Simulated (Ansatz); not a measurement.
One change: `OB(Br)Br` becomes `BrB(Br)Br`.

Ansatz, PBE0-D4/def2-TZVP geometries, multiplicity 1. Each molecule was computed in one conformer, which needn't be the lowest.

Scalar relativity is left out up to krypton.

```csv
property,`OB(Br)Br`
LUMO energy (PBE/def2-TZVPP) / eV,-1.65
size of the dipole moment (ωB97M-V/def2-TZVPP) / D,1.78
HOMO energy (PBE0/def2-TZVPP) / eV,-8.34
size of the dipole moment (PBE/def2-TZVPP) / D,1.70
HOMO energy (ωB97M-V/def2-TZVPP) / eV,-10.54
HOMO–LUMO gap (PBE/def2-TZVPP) / eV,5.38
```

(1) Give the same properties after the change, and the shifts. (Estimate.)

## Answers

(1) Computed: 
```
                                          property  `BrB(Br)Br`  shift
                 LUMO energy (PBE/def2-TZVPP) / eV        -2.92  -1.27
size of the dipole moment (ωB97M-V/def2-TZVPP) / D         0.00  -1.78
                HOMO energy (PBE0/def2-TZVPP) / eV        -8.31   0.03
    size of the dipole moment (PBE/def2-TZVPP) / D         0.00  -1.70
             HOMO energy (ωB97M-V/def2-TZVPP) / eV       -10.50   0.04
               HOMO–LUMO gap (PBE/def2-TZVPP) / eV         4.09  -1.29
```

The zero-point energy changes by -38.1 kJ/mol with -3 modes.

Spin–orbit coupling is left out; it splits and shifts lone-pair levels of the heavy atoms by tenths of an eV.
